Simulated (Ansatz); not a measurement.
Two isomers of CH6BNSi: A = `CB1N[SiH2]1`, B = `B[SiH2]N=C`.

Calculated with Ansatz (gas phase, PBE0-D4/def2-TZVP geometries, no zero-point term in ΔE). CCSD(T)/CBS is the MP2 limit (def2-TZVPP, def2-QZVPP) plus CCSD(T) − MP2 in def2-TZVPP, frozen cores. Functionals use def2-TZVPP. B3LYP here is the variant with VWN-RPA as its local correlation; programs differ in this. One conformer a species, not always the lowest.

Question: Which isomer does CCSD(T)/CBS put lower? Give the gap. (An estimate is asked.)

Answer: Ansatz gave: A, by 46.1 kcal/mol.

Question: Give E(B) − E(A) in kcal/mol with CCSD(T)/def2-SVP, PBE-D4, HF/def2-TZVPP, B2PLYP, B3LYP, BLYP-D4, r2SCAN-D4. (Estimate.)

Answer: Ansatz gave: CCSD(T)/def2-SVP 47.1, PBE-D4 49.9, HF/def2-TZVPP 34.4, B2PLYP 45.1, B3LYP 44.1, BLYP-D4 42.5, r2SCAN-D4 49.7. None reverses the order clearly.

Question: Does the order hold for the free energy at 298.15 K (harmonic terms from PBE0-D4)? (Estimate.)

Answer: The calculation gave: Yes: G(B) − G(A) = +41.7 kcal/mol, for one conformer each.

Largest T1 diagnostic: 0.013.

At CCSD(T), def2-SVP lies +1.0 kcal/mol from the extrapolated value and def2-TZVPP −1.1 kcal/mol. Leaving LDA and LC-ωPBE aside and taking each functional with its dispersion term where it has one, the values, not all of them listed here, spread over 8.1 kcal/mol, from BLYP-D4 to HSE06-D4. LDA lies +9.1 kcal/mol from PBE without D4.
